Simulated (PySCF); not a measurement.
C6H10, SMILES C#CCCCC. Coordinates come from a PBE-D3(BJ)/def2-SVP optimisation. The values are those of a single conformer.

Computed equilibrium geometry at PBE-D3(BJ)/def2-SVP (PySCF confirms it by a frequency run) as bond lengths and angles (one conformer of several):
Atoms: C1 C2 C3 C4 C5 C6 H7 H8 H9 H10 H11 H12 H13 H14 H15 H16. Bond lengths (Å): C1–C2 1.223, C1–H7 1.081, C2–C3 1.461, C3–C4 1.546, C3–H8 1.112, C3–H9 1.112, C4–C5 1.534, C4–H10 1.110, C4–H11 1.112, C5–C6 1.530, C5–H12 1.111, C5–H13 1.112, C6–H14 1.109, C6–H15 1.109, C6–H16 1.111. Angles (°): C2–C1–H7 179.4, C1–C2–C3 178.6, C2–C3–C4 113.9, C2–C3–H8 109.1, C2–C3–H9 108.9, C4–C3–H8 109.3, C4–C3–H9 109.9, H8–C3–H9 105.5, C3–C4–C5 114.7, C3–C4–H10 108.5, C3–C4–H11 107.7, C5–C4–H10 109.3, C5–C4–H11 109.8, H10–C4–H11 106.5, C4–C5–C6 114.5, C4–C5–H12 108.2, C4–C5–H13 108.8, C6–C5–H12 109.5, C6–C5–H13 109.5, H12–C5–H13 106.0, C5–C6–H14 111.9, C5–C6–H15 111.3, C5–C6–H16 111.5, H14–C6–H15 106.9, H14–C6–H16 107.6, H15–C6–H16 107.5.
Charge 0, spin multiplicity 1.
